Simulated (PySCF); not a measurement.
C3H2F3, SMILES [CH]=CC(F)(F)F, multiplicity 2.

Geometry optimised at PBE0-D3(BJ)/def2-SVP. The isomer is the one that the SMILES or the coordinates give; other isomers of the formula were not compared.

Two levels are set side by side: PBE/def2-TZVP (PySCF) and r2SCAN/def2-TZVP (PySCF). Same geometry, gas phase. Differences are taken from unrounded values.

```json
[
 {"quantity": "α-spin orbital gap (eV)", "PBE": "4.37"},
 {"quantity": "β-spin orbital gap (eV)", "PBE": "3.70"},
 {"quantity": "dipole moment (D)", "PBE": "2.39"},
 {"quantity": "mean polarisability (bohr³)", "PBE": "37.9"}
]
```

Problem. These are the PBE values. What does r2SCAN give? (An estimate is asked for; the answer gives what the named calculation found.)

Solution. 
```csv
quantity,r2SCAN,PBE minus r2SCAN
α-spin orbital gap (eV),5.13,-0.76
β-spin orbital gap (eV),4.70,-1.00
dipole moment (D),2.50,-0.11
mean polarisability (bohr³),36.8,1.1
```

Rough cost on one machine, each run with all the roots and properties that it gave: r2SCAN against PBE about 3 times.
